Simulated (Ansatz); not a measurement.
Consider the cleavage of the Sn–B bond: `[CH3][SnH]([F])[BH]Cl` + HBr → `[CH3][SnH]([F])[Br]` + `BCl`.

Program: Ansatz. Geometries: PBE0-D4/def2-TZVP. ΔE: electronic, gas phase. CBS: MP2 limit from def2 TZ/QZ plus the TZ coupled-cluster correction, frozen cores. This one scheme is used for every species. Functionals use def2-TZVPP. HSE06 is defined as in plane-wave codes. Elements past krypton have def2 core potentials. For Br, Sn outer-core shells are correlated without core-valence functions, which leaves a few kJ/mol of doubt a bond. Scalar relativity is left out up to krypton. One conformer a species, not always the lowest.

```json
{"level": "PBE-D4", "ΔE (kJ/mol)": "-113.5"}
{"level": "HSE06-D4", "ΔE (kJ/mol)": "-119.8"}
{"level": "PBE", "ΔE (kJ/mol)": "-114.7"}
{"level": "revPBE", "ΔE (kJ/mol)": "-116.1"}
```

(1) What does CCSD(T)/CBS give? (An estimate is asked.)

Largest T1 diagnostic among the species: 0.013.

## Answers

(1) Computed: -123.5 kJ/mol. The listed levels differ from it by 10.0, 3.7, 8.8, 7.4 kJ/mol.

In def2-TZVPP, CCSD(T) changes the Hartree–Fock value by +30.6 kJ/mol (the triples alone add +2.2 kJ/mol) and MP2 by +24.1 kJ/mol. Leaving LDA and LC-ωPBE aside and taking each functional with its dispersion term where it has one, the values, not all of them listed here, spread over 19.1 kJ/mol, from BHLYP-D4 to PBE-D4. LDA lies +8.4 kJ/mol from PBE without D4.

CCSD(T)/CBS has its own doubt, a few kJ/mol and more with outer-core shells, so smaller differences from it don't rank the levels.
